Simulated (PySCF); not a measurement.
Two-component Hartree-Fock for K⁶⁺ (potassium, charge +6)

Start: [Ne] 3s2 3p1; 3p1/2 filled at m_j = +1/2. Calculated with PySCF 2.14 in an uncontracted even-tempered set (20 s from 0.27 bohr⁻², ratio 2.4; 13 p from 0.35 bohr⁻², ratio 2.4; 5 d from 1.8 bohr⁻², ratio 2.6; 5 f from 2.7 bohr⁻², ratio 2.6): generalised Hartree-Fock with the X2C-1e Hamiltonian and a Gaussian nucleus; one run each with spin-orbit coupling (SO) switched off, then screened by Boettger's factors.

```csv
spinor shell,electrons,"ε, spin-free (eV)","ε, screened SO (eV)",weight of nominal j (screened SO),"rms radius, screened SO (bohr)"
1s1/2,2,-3766.1,-3766.1,1.000,0.0937
2s1/2,2,-507.39,-507.34,1.000,0.415
2p1/2,2,-423.64,-426.29,0.997,0.383
2p3/2,4,-423.64,-422.26,0.998,0.386
3s1/2,2,-134.15,-134.13,0.998,1.19
3p1/2,1,-117.39,-117.64,0.976,1.24
```

| quantity | spin-free | screened SO |
| --- | --- | --- |
| E (hartree) | -589.76971 | -589.78156 |
| M_J | 1/2 | 1/2 |
| ⟨J²⟩ | 1.066 | 0.828 |
| ⟨L²⟩ | 2.021 | 2.020 |
| ⟨S²⟩ | 0.757 | 0.757 |

Each row is a mean over spinors that exchange with the open shell spreads, by up to 2.382 eV (2p1/2).

⟨J²⟩ departs a little from M_J(M_J + 1) because the unrestricted spinors polarise the closed shells.

Without spin-orbit coupling the j labels of p, d and f shells carry no meaning; the spin-free column gives the mean over the occupied spinors of each nl shell, and its ⟨J²⟩ belongs to a mixture of degenerate components.
